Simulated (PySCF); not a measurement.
CH₆O₃Si₂, SMILES O=C([SiH2]O)[SiH2]O.

Geometry optimised at ωB97X-D3(BJ)/def2-SVP. The structure was generated by enumeration, and PubChem lists no compound with its InChIKey, so it may never have been made. The values are those of a single conformer.

All values below come from PBE/def2-TZVP (PySCF).

Gas-phase values at a fixed geometry.

Question: Estimate the frontier levels, gap, dipole moment and polarisability. (The exact figures need the calculation; the answer reports its results.)

Answer: 
| Quantity | Result |
|---|---|
| highest occupied level | -5.79 eV |
| lowest empty level | -3.48 eV |
| orbital gap | 2.31 eV |
| dipole moment | 0.91 D |
| quadrupole, principal values (traceless, Buckingham form, about the centre of nuclear charge) | -11.72, 4.13, 7.59 D·Å |
| mean static polarisability | 77.1 bohr³ (11.42 Å³) |
| polarisability, principal values | 60.3, 77.2, 93.7 bohr³ |
